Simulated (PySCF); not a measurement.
B3LYP has the VWN-RPA correlation part, as in Gaussian. 

```xyz
7

B      1.4908     0.1037    -0.1642
B     -0.0971    -0.0066     0.0108
C     -1.4780    -0.1027     0.1628
H      1.9723     0.8557    -0.9542
H      2.2300    -0.5637     0.4914
H     -2.1743     0.4934    -0.4179
H     -1.9437    -0.7797     0.8713
```

Charge 0, multiplicity 1.

Task: Give the Mulliken and meta-Löwdin atomic charges from B3LYP-D3(BJ)/def2-TZVP run with PySCF.

Result: 
```
atom  Mulliken (e)  meta-Löwdin (e)
----  ------------  ---------------
B1           -0.10            -0.14
B2            0.02             0.11
C3           -0.24            -0.37
H4            0.02             0.04
H5            0.02             0.04
H6            0.14             0.16
H7            0.14             0.16
```
